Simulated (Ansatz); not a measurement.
Reaction (cleavage of the Si–Si bond): `[AlH2][SiH]([SiH3])O[SiH3]` + `CC(C)=N` → `CC(C)=N[SiH3]` + `[AlH2][SiH2]O[SiH3]`

Gas-phase electronic energies from Ansatz, PBE0-D4/def2-TZVP geometries. CBS: MP2 limit from def2 TZ/QZ plus the TZ coupled-cluster correction, frozen cores. DFT in def2-TZVPP. Each species was taken in one conformer, which may not be the lowest.

| level | ΔE (kJ/mol) |
| --- | --- |
| ωB97M-V | -27.7 |
| PBE | -7.4 |
| r2SCAN | -19.9 |
| PBE0 | -12.2 |
| MP2/def2-TZVPP | -31.5 |
| CCSD/def2-TZVPP | -24.4 |
| CCSD(T)/def2-TZVPP | -22.5 |
| HF/CBS(def2) | -42.7 |

Q: What does CCSD(T)/CBS give? (Best estimate.)

A: The calculation gave: -22.9 kJ/mol. The listed levels differ from it by -4.8, 15.5, 3.0, 10.7, -8.6, -1.5, 0.4, -19.8 kJ/mol.

Largest T1 diagnostic among the species: 0.013.

In def2-TZVPP, CCSD(T) changes the Hartree–Fock value by +18.8 kJ/mol (the triples alone add +1.9 kJ/mol) and MP2 by +9.7 kJ/mol. From PBE to PBE0 (25 % exact exchange), in def2-TZVPP and without D4, ΔE moves by −4.8 kJ/mol.
